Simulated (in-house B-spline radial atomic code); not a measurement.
A run on an ion of nuclear charge 66 with 66.5 electrons that did not converge. Method: scalar-relativistic (X2C) wB97X, spin-polarised, spherical fractional occupations, Fermi nucleus of rms radius 5.2218 fm; computed with an all-electron radial atomic-structure program (B-spline basis).

Command:
```bash
python run_scf.py task.json out
```
Settings (nuclear radius in fm, mass in u):
```
Z                66
configuration    [Xe] 4f10.5 6s2
hamiltonian      x2c
method           wb97x
spin_polarised   True
nucleus          fermi
rms_radius       5.2218
atomic_mass      163.92918
speed_of_light   137.035999084
```

First and last ten iterations of the last attempt (damped for 15 steps, keeping 80 % of the old Fock matrix, then DIIS):
```
 iter        energy (Eh)    residual
    1      -12103.132909    7.84e-01
    2      -12106.865698    1.40e+00
    3      -12131.300650    9.00e-01
    4      -12144.574841    5.57e-01
    5      -12151.311641    3.56e-01
    6      -12154.479182    2.35e-01
    7      -12155.866474    1.58e-01
    8      -12156.454054    1.02e-01
    9      -12156.714856    6.87e-02
   10      -12156.845850    5.50e-02
  111      -12074.578334    7.16e-01
  112      -12074.545885    7.16e-01
  113      -12100.119839    6.20e-01
  114      -12100.106729    6.20e-01
  115      -12100.397689    6.20e-01
  116      -12129.816907    4.13e-01
  117      -11909.634539    1.09e+00
  118      -12155.585609    1.85e-01
  119      -12155.552099    1.54e-01
  120      -12155.896046    1.30e-01
 not converged after 120 iterations
```

The smallest residual met was 3.2e-02; the threshold is about 7e-07. No energy from this run should be used. Run time, properties included: 37 s on 1 thread of Arm Neoverse V1, with other jobs on the host.
